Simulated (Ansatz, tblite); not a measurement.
Cost and result up the ladder for Si(OMe)2 (C₂H₆O₂Si) (11 atoms). Charge 0, multiplicity 1. Geometry: PBE-D4/def2-SVP.

```
atom   x (Å)   y (Å)   z (Å)
 Si1   0.473  -0.485   0.222
  O2  -1.159  -0.617  -0.190
  C3  -1.887  -1.828  -0.144
  H4  -2.307  -2.054  -1.148
  H5  -2.738  -1.731   0.565
  H6  -1.269  -2.700   0.177
  O7   0.619   1.171  -0.067
  C8   1.819   1.898   0.111
  H9   2.665   1.267   0.473
 H10   1.659   2.714   0.849
 H11   2.125   2.365  -0.850
```

Ansatz on 4 threads of Arm Neoverse V1 on a shared host; xTB runs through tblite on one thread. Times are rough, summed over both states, and most runs start from the orbitals of an earlier one. PBE0-D4/def2-TZVP serves as the yardstick here, not as an exact answer. The other state is a triplet.

The xTB rows come from tblite.

xTB has no spin-polarisation term.

| level | functions | vertical triplet (eV) | difference from PBE0-D4/def2-TZVP (eV) |
| --- | --- | --- | --- |
| PBE-D4/def2-TZVP (with forces) | 197 | 2.95 | 0.03 |
| PBE0-D4/def2-TZVP | 197 | 2.92 | 0.00 |
| r2SCAN-D4/def2-TZVP | 197 | 2.77 | -0.15 |
| GFN1-xTB | 37 | 4.51 | 1.60 |
| GFN2-xTB | 31 | 3.36 | 0.44 |

Question: Estimate how long each takes.

Answer: GFN2-xTB 0.01 s; GFN1-xTB 0.055 s; PBE-D4/def2-TZVP (with forces) 4.6 s; PBE0-D4/def2-TZVP 6 s; r2SCAN-D4/def2-TZVP 9.6 s. On shared hardware such times vary by a factor of up to 3.
